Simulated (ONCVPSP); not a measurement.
**Before and after: ONCV potential for tellurium (Te)**

Te (Z = 52), optimised norm-conserving Vanderbilt (ONCV), made with ONCVPSP 4.0.1 (PBE, scalar-relativistic). Core [Kr], reference 4d10 5s1.5 5p4.5. Waves: 5s: rc 1.55 bohr, ncon 3, nbas 7, qcut 3.7 1/bohr, 1 projector; 5p: rc 1.85 bohr, ncon 4, nbas 7, qcut 4.8 1/bohr, 2 projectors, debl 2.1 Ha; 4d: rc 1.10 bohr, ncon 4, nbas 9, qcut 16.9 1/bohr, 2 projectors, debl 0.8 Ha. Local part: polynomial inside 0.95 bohr (lpopt 5, dvloc0 4 Ha). Core correction: none.

In the d channel the program set the typed energies aside and used -1.556, 0.250 Ha.

Change: s: rc 2.24.

Cutoffs: the cutoffs (Ha) at which the residual kinetic energy of the hardest occupied pseudo-wave falls to 1 and 0.1 mHa per electron; they do not see the model core or the augmentation charge, which bear on the density cutoff. Errors are all-electron minus pseudo energies relative to the spin-unpolarised reference configuration.

**Question.** How do hardness, ghosts and transferability respond?

**Answer.** The potential gets neither clearly harder nor softer (58 Ha and 73 Ha → 58 Ha and 73 Ha); both files keep a bound ghost (s); of the 4 tests that both files solve, the error grows in 3 and shrinks in 0 by more than 15 % and 0.3 meV (median size 1.3 → 4.4 meV). More of the atom is replaced by a form fitted at one configuration, so other configurations suffer.

```csv
quantity,base,changed
"cutoff, loose",58 Ha,58 Ha
"cutoff, tight",73 Ha,73 Ha
loose cutoff by channel,"s 8.0 Ha, p 7.2 Ha, d 58 Ha","s 5.9 Ha, p 7.2 Ha, d 58 Ha"
bound ghosts,s,s
GHOST(+) flags under 300 eV,p at 6.1 eV,p at 6.1 eV
"error for 4d10 5s2 5p4, meV [ΔE -4.60 eV]",+1.2,-3.1
"error for 4d10 5s2 5p3, meV [ΔE 5.13 eV]",-1.5,-5.7
"error for 4d10 5s2 5p2, meV [ΔE 23.05 eV]",-0.3,-0.2
"error for 4d10 5s0 5p6, meV [ΔE 14.10 eV]",-5.0,-32
p: phases at 1.87 bohr within 0.05 rad from the reference energy up to (Ha; the scan ends near 5),0.2,0.2
d: phases at 1.12 bohr within 0.05 rad from the reference energy up to (Ha; the scan ends near 5),to the end of the scan,to the end of the scan
```

 A true bound ghost makes a file unfit for plane-wave use even where its test errors are small: the radial tests pick states by their node count and pass the ghost by.
